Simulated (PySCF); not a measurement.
Species: (ClAlNH)3 ring, Al3Cl3H3N3.
Bonds: Al1–Cl2, Al1–N3, Al1–N9, N3–Al4, Al4–Cl5, Al4–N6, N6–Al7, Al7–Cl8, Al7–N9. Hydrogens: H10 on N3; H11 on N6; H12 on N9.

Definitions: NICS(0) = −σiso at the ring centroid; NICS(1) = −σiso and NICS(1)zz = −σzz at ±1 Å along the ring normal z. Level: GIAO B3LYP/pcSseg-1 (pcSseg-2 on Al) (PySCF, non-relativistic, gas phase) on the PBE0-D3(BJ)/def2-SVP geometry, one conformer.

Ring bond lengths (Å): Al1–N3 1.781, N3–Al4 1.780, Al4–N6 1.782, N6–Al7 1.782, Al7–N9 1.782, N9–Al1 1.782.

**Question.** Give the NICS values of each ring in ppm.

**Answer.** 
```
                ring                               type  NICS(0)  NICS(1), two faces  NICS(1)zz, two faces  rms pucker (Å)  centre to ring atoms, mean (Å)
Al1–N3–Al4–N6–Al7–N9  6-membered ring with 3 Al and 3 N     -3.5         -1.4 / -1.4             3.7 / 3.7            0.01                            1.78
```

**Question.** What can be read from them?

**Answer.** 
- Al1–N3–Al4–N6–Al7–N9: mean NICS(1)zz 3.7 ppm, deshielded.

**Question.** Give the inner angles of the rings.

**Answer.** 
- Al1–N3–Al4–N6–Al7–N9: Al1 116.7°, N3 123.5°, Al4 116.3°, N6 123.7°, Al7 116.4°, N9 123.3°; sum 720.0° against 720° for a flat convex ring.

**Question.** How do the values depend on the level or the medium?

**Answer.** 
```csv
level,"NICS(0), Al1–N3–Al4–N6–Al7–N9","mean NICS(1)zz, Al1–N3–Al4–N6–Al7–N9"
"B3LYP/pcSseg-1 (pcSseg-2 on Al), gas",-3.5,3.7
"PBE/pcSseg-1 (pcSseg-2 on Al), gas",-3.6,3.5
"PBE0/pcSseg-1 (pcSseg-2 on Al), gas",-3.6,3.7
```

The geometry is the same throughout.
